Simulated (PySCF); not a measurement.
C₇H₃F₃: full NMR table

| Quantity | Value |
| --- | --- |
| Formula | C7H3F3 |
| SMILES | C#CC#C/C=C/C(F)(F)F |
| Point group of the computed structure | Cs |
| Degrees of unsaturation | 5 |
| Carbon signals | 7 |
| Proton signals | 3 |

Bonds (- single, = double, # triple, : aromatic): C1#C2 1.206 Å, C2-C3 1.354 Å, C3#C4 1.213 Å, C4-C5 1.398 Å, C5=C6 1.335 Å, C6-C7 1.491 Å, C7-F8 1.341 Å, C7-F9 1.347 Å, C7-F10 1.347 Å. C1 carries H11; C5 carries H12; C6 carries H13. Stereochemistry as in C#CC#C/C=C/C(F)(F)F.

Theoretical values (PySCF 2.14.0 with density-fitted response routines): coordinates at the GFN2-xTB level, σ from GIAO-PBE0/pcSseg-1. Averaged over atoms made equivalent by symmetry, fast rotation or ring inversion, relativity neglected, in vacuum, single conformer.

δ = σ(ref) − σ, references computed at the same level: $^{1}$H and $^{13}$C against TMS; $^{19}$F vs CFCl3.

```tsv
carbon	δC, type	δH (multiplicity)	HMBC from (2–3 bonds)	span of the C tensor (ppm)
C1	86.8, CH	2.25 (s)	–	204
C2	72.7, C	–	H11	269
C3	95.5, C	–	H12, H11	166
C4	73.3, C	–	H12, H13	301
C5	125.1, CH	6.57 (m)	H13	211
C6	142.0, CH	6.40 (m)	H12	216
C7	132.3, C	–	H12, H13	8
```

Other nuclei:
```json
{"atoms": "F8/F9/F10", "nucleus": "$^{19}$F", "environment": "fluorine of a CF3 group", "δ (ppm)": "-81.5", "σ (ppm)": "252.5"}
```

- Carbon types of the structure: 4 × C, 3 × CH, which accounts for all hydrogens.
- δC 142.0, 125.1: alkene CH; the olefinic region.
- δC 132.3: CF3 carbon; 3 electronegative neighbours deshield it.
- δC 95.5, 73.3, 72.7: alkyne carbon; the triple bond shields along its axis, which puts it between sp3 and sp2 carbons.
- δC 86.8: terminal alkyne carbon; sp carbons lie upfield of alkene carbons because the cylindrical π system leaves one tensor component strongly shielded.
- δH 2.25: hydrogen on a terminal alkyne carbon; it lies on the axis of the triple bond, in its shielding cone.

Splittings by $^{19}$F in the carbon and heteronuclear signals aren't shown, as no couplings were computed. Shifts are as computed. Against solution values, carbons near 30 ppm lie about +3 ppm off and those near 130 ppm about +5 ppm. Of 1211 compounds with measured shifts, 218 miss one by over three times the rms of a fit or turn the order of signals round; such compounds aren't used in these exercises. Unscaled 19F shifts against computed CFCl3 carry errors that often reach 10 to 50 ppm. No couplings were computed; multiplicities are counted from neighbouring protons, with m where these are inequivalent, close in shift, in a saturated or five-membered ring or joined by F or P, and br s for small geminal =CH2 splittings.
